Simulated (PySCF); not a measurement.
C6H4N2OSe, SMILES c1c[se]c(-c2nnco2)c1.

Coordinates come from a B3LYP-D3(BJ)/def2-SVP optimisation. The structure was generated by enumeration, and PubChem lists no compound with its InChIKey, so it may never have been made. The values are those of a single conformer.

Level of theory: TDA-B3LYP/def2-SVPD run with PySCF.

Vertical excitations. Gas-phase values at a fixed geometry. State labels are in the subgroup Cs.

| state | symmetry | energy (eV) | λ (nm) | f | main pairs |
|---|---|---|---|---|---|
| S1 | A' | 4.53 | 274 | 0.436 | HOMO→LUMO 75 %, HOMO−1→LUMO 19 % |
| S2 | A" | 4.78 | 260 | 0.001 | HOMO−2→LUMO 98 % |
| S3 | A' | 4.82 | 257 | 0.187 | HOMO−1→LUMO 70 %, HOMO→LUMO 19 % |
| S4 | A" | 5.02 | 247 | 0.001 | HOMO→LUMO+1 98 % |
| S5 | A" | 5.35 | 232 | 0.000 | HOMO−1→LUMO+1 98 % |
| S6 | A' | 5.75 | 215 | 0.022 | HOMO→LUMO+2 67 %, HOMO−3→LUMO 27 % |
| T1 | A' | 2.83 | 438 | 0 | HOMO→LUMO 95 % |
| T2 | A' | 3.64 | 340 | 0 | HOMO−1→LUMO 96 % |
Triplets are in the Tamm–Dancoff approximation.
